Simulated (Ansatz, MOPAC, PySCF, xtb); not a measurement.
Complex: GeH4O2 (SMILES [OH][GeH2][OH]) (first 7 atoms) with CH4 (SMILES C); geometry from B3LYP-D3(BJ)/def2-TZVP, rigid monomers moved along the line of their centres of mass till H7···C8 is 2.96 Å.
(charge 0, multiplicity 1):
```json
[
 {"atom": "O", "x (Å)": "1.0036", "y (Å)": "-0.9543", "z (Å)": "-0.0097"},
 {"atom": "Ge", "x (Å)": "-0.4769", "y (Å)": "0.0225", "z (Å)": "-0.2424"},
 {"atom": "O", "x (Å)": "-0.3037", "y (Å)": "1.5951", "z (Å)": "0.5834"},
 {"atom": "H", "x (Å)": "1.7881", "y (Å)": "-0.5392", "z (Å)": "-0.3830"},
 {"atom": "H", "x (Å)": "-0.6777", "y (Å)": "0.4025", "z (Å)": "-1.7147"},
 {"atom": "H", "x (Å)": "-1.5773", "y (Å)": "-0.8407", "z (Å)": "0.3862"},
 {"atom": "H", "x (Å)": "-0.1994", "y (Å)": "1.5004", "z (Å)": "1.5363"},
 {"atom": "C", "x (Å)": "0.4462", "y (Å)": "-0.1425", "z (Å)": "3.9178"},
 {"atom": "H", "x (Å)": "0.6184", "y (Å)": "-0.6838", "z (Å)": "4.8467"},
 {"atom": "H", "x (Å)": "0.9156", "y (Å)": "0.8392", "z (Å)": "3.9900"},
 {"atom": "H", "x (Å)": "0.8787", "y (Å)": "-0.6964", "z (Å)": "3.0858"},
 {"atom": "H", "x (Å)": "-0.6287", "y (Å)": "-0.0309", "z (Å)": "3.7709"}
]
```

Monomers are frozen at their geometry in the pair; levels with a basis set take the counterpoise correction. Rows marked so take none.

Cores are frozen in the correlated methods. Filled d and f shells under p-block atoms count as core. Rows in 6-31G*, STO-3G carry no dispersion term and start afresh at each structure (6-31G* with six Cartesian d functions); the Pople sets are all-electron and without relativity. The state reached by AM1 isn't checked.

The values were computed with Ansatz (a program for electronic structure); MOPAC for AM1 (differences of heats of formation); PySCF for 6-31G* rows, STO-3G rows, the dispersion terms; xtb for the GFN methods. 

```json
[
 {"level": "AM1", "interaction energy (kcal/mol)": "-0.50"},
 {"level": "GFN1-xTB", "interaction energy (kcal/mol)": "-1.38"},
 {"level": "GFN2-xTB", "interaction energy (kcal/mol)": "-1.86"},
 {"level": "HF/STO-3G (no counterpoise)", "interaction energy (kcal/mol)": "-0.15"},
 {"level": "HF/6-31G* (no counterpoise)", "interaction energy (kcal/mol)": "-0.63"},
 {"level": "HF/aug-cc-pVDZ", "interaction energy (kcal/mol)": "-0.14"},
 {"level": "PBE-D3(BJ)/def2-TZVPPD", "interaction energy (kcal/mol)": "-1.78"},
 {"level": "r2SCAN-D4/def2-TZVPPD", "interaction energy (kcal/mol)": "-1.55"},
 {"level": "CCSD(T)/aug-cc-pVDZ", "interaction energy (kcal/mol)": "[?]"}
]
```

### Question
Fill in the missing entries.

### Answer

- CCSD(T)/aug-cc-pVDZ, interaction energy (kcal/mol): -1.24
